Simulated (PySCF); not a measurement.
**Sb (antimony, neutral) across methods**

[Kr] 4d10 5s2 5p2 6s1, high-spin 4P determinant (an excited configuration). Computed with PySCF 2.14 in aug-cc-pwCVTZ-PP with ECP28MDF (8s7p6d4f1g, 96 functions), with a scalar-relativistic core potential.

```json
{"method": "HSE06", "E (hartree)": "-240.0114", "mean ε 5s β (eV)": "-15.744", "mean ε 5p α (eV)": "-8.676", "mean ε 6s α (eV)": "-1.900", "Σ⟨r²⟩ (bohr²)": "86.31", "⟨S²⟩": "3.752"}
{"method": "TPSS", "E (hartree)": "-239.9073", "mean ε 5s β (eV)": "-14.985", "mean ε 5p α (eV)": "-8.103", "mean ε 6s α (eV)": "-1.775", "Σ⟨r²⟩ (bohr²)": "86.52", "⟨S²⟩": "3.752"}
{"method": "r2SCAN", "E (hartree)": "-240.0917", "mean ε 5s β (eV)": "-15.268", "mean ε 5p α (eV)": "-8.427", "mean ε 6s α (eV)": "-1.817", "Σ⟨r²⟩ (bohr²)": "86.60", "⟨S²⟩": "3.754"}
{"method": "LDA", "E (hartree)": "-239.6321", "mean ε 5s β (eV)": "-15.550", "mean ε 5p α (eV)": "-8.037", "mean ε 6s α (eV)": "-1.915", "Σ⟨r²⟩ (bohr²)": "85.24", "⟨S²⟩": "3.751"}
{"method": "PBE", "E (hartree)": "-240.0038", "mean ε 5s β (eV)": "-15.111", "mean ε 5p α (eV)": "-7.976", "mean ε 6s α (eV)": "-1.839", "Σ⟨r²⟩ (bohr²)": "85.92", "⟨S²⟩": "3.752"}
{"method": "PBE0", "E (hartree)": "-240.0128", "mean ε 5s β (eV)": "-16.046", "mean ε 5p α (eV)": "-9.106", "mean ε 6s α (eV)": "-2.189", "Σ⟨r²⟩ (bohr²)": "86.43", "⟨S²⟩": "3.753"}
{"method": "UHF", "E (hartree)": "-239.06839", "mean ε 5s β (eV)": "-17.634", "mean ε 5p α (eV)": "-11.824", "mean ε 6s α (eV)": "-2.902", "Σ⟨r²⟩ (bohr²)": "88.58", "⟨S²⟩": "3.760"}
{"method": "PW91", "E (hartree)": "-240.0970", "mean ε 5s β (eV)": "-15.189", "mean ε 5p α (eV)": "-8.021", "mean ε 6s α (eV)": "-1.862", "Σ⟨r²⟩ (bohr²)": "85.70", "⟨S²⟩": "3.752"}
{"method": "M06-L", "E (hartree)": "-240.1545", "mean ε 5s β (eV)": "-15.228", "mean ε 5p α (eV)": "-7.972", "mean ε 6s α (eV)": "-1.806", "Σ⟨r²⟩ (bohr²)": "88.18", "⟨S²⟩": "3.752"}
```

Energies and moments cover only the electrons outside the core potential. The outer electron is Rydberg-like, and this basis confines it to a smaller radius and binds it less than a complete one would.
